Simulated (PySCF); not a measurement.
**Mayer bond orders and bond lengths**

Species: C6H10PSi (charge -1).
Numbering: `[CH3:1][c:2]1[p-:3][cH:4][c:5]([SiH3:6])[c:7]1[CH3:8]` (hydrogens: H9, H10, H11 on C1; H12 on C4; H13, H14, H15 on Si6; H16, H17, H18 on C8)

Cartesian coordinates in Å at the GFN2-xTB level; atoms count from 1:
```xyz
18
C6H10PSi angstrom
C      2.5103    0.3058   -1.0770
C      1.2388    0.7466   -0.4121
P      0.9022    2.4217    0.0273
C     -0.6429    1.9325    0.6392
C     -0.8922    0.5663    0.5201
Si    -2.4766   -0.2179    1.0455
C      0.2016   -0.1019   -0.0839
C      0.2328   -1.5772   -0.3578
H      2.3043   -0.1756   -2.0382
H      3.0539   -0.4139   -0.4556
H      3.1602    1.1615   -1.2552
H     -1.3393    2.6374    1.0733
H     -3.2494   -0.8556   -0.0488
H     -3.4009    0.7557    1.6552
H     -2.3375   -1.2992    2.0532
H      1.2195   -1.9928   -0.1415
H      0.0098   -1.7888   -1.4086
H     -0.5032   -2.0984    0.2532
```

Bond orders from the PBE0/pcSseg-1 density (PySCF). Geometry: GFN2-xTB; no solvent, vibrations or thermal averaging. The pcSseg-1 basis has no diffuse functions, a weakness for an anion.

Q: How far do the computed orders between heavy atoms stray from the drawn ones?

A: The largest departure is 0.288, at C2–P3 (drawn aromatic, 1.212), counting aromatic bonds as 1.5. The bonds drawn aromatic range from 1.21 to 1.54.

Q: Set the Mayer orders of the bonds beside their lengths.

A: 
```
   bond  drawn as  length (Å)  Mayer order
  C1–C2    single       1.501        1.089
  C2–P3  aromatic       1.764        1.212
  P3–C4  aromatic       1.732        1.321
  C4–C5  aromatic       1.394        1.413
 C5–Si6    single       1.844        1.014
  C5–C7  aromatic       1.417        1.295
  C7–C8    single       1.501        1.102
  C7–C2  aromatic       1.380        1.537
  C1–H9    single       1.095        0.954
 C1–H10    single       1.095        0.951
 C1–H11    single       1.089        0.960
 C4–H12    single       1.082        0.953
Si6–H13    single       1.484        0.901
Si6–H14    single       1.474        0.941
Si6–H15    single       1.485        0.901
 C8–H16    single       1.092        0.948
 C8–H17    single       1.095        0.944
 C8–H18    single       1.089        0.947
```

By pair of heavy elements: C–C: lowest C1–C2 (1.089, 1.501 Å), highest C7–C2 (1.537, 1.380 Å). C–P: lowest C2–P3 (1.212, 1.764 Å), highest P3–C4 (1.321, 1.732 Å).

Q: Sum the orders of all bonds at each heavy atom with more than one neighbour and set the sums beside the valence in the SMILES.

A: C1 3.954 (drawn 4), C2 3.838 (drawn 4), P3 2.533 (drawn 2), C4 3.687 (drawn 4), C5 3.722 (drawn 4), Si6 3.757 (drawn 4), C7 3.934 (drawn 4), C8 3.941 (drawn 4). Orders between atoms that aren't bonded are not in these sums.

Mayer orders depend on the basis set.
